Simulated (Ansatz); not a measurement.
```yaml
crystal:
  periodic: [false, false, false]
  atoms:
    - {symbol: C, position_ang: [-1.468518, 0.372911, 0.359209]}
    - {symbol: B, position_ang: [0.041538, 0.341496, -0.162672]}
    - {symbol: C, position_ang: [1.190878, 0.326136, 0.947469]}
    - {symbol: N, position_ang: [0.217652, -1.019617, -1.066911]}
    - {symbol: Cl, position_ang: [0.353855, 1.672355, -1.468921]}
    - {symbol: H, position_ang: [-1.653390, 1.297234, 0.912198]}
    - {symbol: H, position_ang: [-1.686261, -0.452730, 1.049094]}
    - {symbol: H, position_ang: [-2.208426, 0.339200, -0.448316]}
    - {symbol: H, position_ang: [1.156000, 1.247629, 1.533965]}
    - {symbol: H, position_ang: [2.200712, 0.261996, 0.526972]}
    - {symbol: H, position_ang: [1.069813, -0.501436, 1.658459]}
    - {symbol: H, position_ang: [0.079632, -1.858685, -0.509984]}
    - {symbol: H, position_ang: [1.148863, -1.042067, -1.473412]}
    - {symbol: H, position_ang: [-0.455347, -1.013823, -1.828449]}
basis:
  gaussian: {orbitals: pcseg-2, fitting: {mean_field: cc-pVTZ-jkfit}}
hamiltonian: {xc: {name: HF}}
correlation: {active_space: {window: {electrons: 6, orbitals: 2}}}
output: {forces: true}
```

```sh
$ ansatz run in.yaml --threads 4 --pin off --events-out ev --progress --plain --max-ram 10444MiB
```

It prints (some lines left out):

```
Functional definition: HF
707 factors; integrals over basis functions are off by at most 9.3e-1 eV
mean field evaluation 1: about -16859.2658 eV, gradient 4.5e1 eV
mean field evaluation 2: about -16863.5687 eV, gradient 1.9e1 eV
mean field evaluation 4: about -16864.4707 eV, gradient 1.2e0 eV
mean field -16864.47565383 eV, -619.7580491260 hartree, gradient 6.3e-7 eV, S^2 0.000000; 0 other end points of the search recorded, 0 dependent functions left out
reference -16864.47565383 eV, -619.7580491260 hartree; 25, 25 occupied and 255, 255 virtual orbitals, 707 factors
Error: 6 electrons in 2 orbitals form no window around the highest filled level of the reference
```

What is wrong with this run?

The active space doesn't fit the electrons. The run stopped with an error.
